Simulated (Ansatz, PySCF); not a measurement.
This Ansatz (a first-principles code) input computes a PBE/def2-TZVPD energy:

Ansatz 0.2 input:
```yaml
crystal:
  periodic: [false, false, false]
  atoms:
    - {symbol: Ge, position_ang: [-0.03721180, -0.02889938, 0.04351194]}
    - {symbol: O, position_ang: [1.23717138, 0.29495245, -1.01494530]}
    - {symbol: O, position_ang: [-1.33526647, -0.13651414, 0.97754030]}
    - {symbol: H, position_ang: [1.97553829, -0.34272630, -1.09314226]}
basis:
  gaussian:
    orbitals: def2-TZVPD
hamiltonian:
  xc: {name: PBE}
total_charge: 1
output: {forces: true}
```

Q: Write an input for the same energy in PySCF and say what it gives.

A: 
```python
from pyscf import gto, scf, dft

mol = gto.M(
    atom='''
    Ge   -0.03721180   -0.02889938    0.04351194
    O     1.23717138    0.29495245   -1.01494530
    O    -1.33526647   -0.13651414    0.97754030
    H     1.97553829   -0.34272630   -1.09314226
    ''',
    basis='def2-tzvpd',
    charge=1,
    spin=0,
    verbose=4,
)

mf = dft.RKS(mol, xc='pbe').density_fit(auxbasis='def2-universal-jkfit')
mf.grids.level = 3
mf.conv_tol = 1e-9
mf.max_cycle = 100
mf.max_memory = 1500
mf.kernel()
if not mf.converged:
    mf = mf.newton()
    mf.kernel(mf.make_rdm1())
mf.analyze()
```
It gives -2227.30358 Eh, and Ansatz -2227.30352 Eh, a difference of 0.06 mEh, from the treatment of integrals and grids.

It need not be the lowest isomer of its formula.
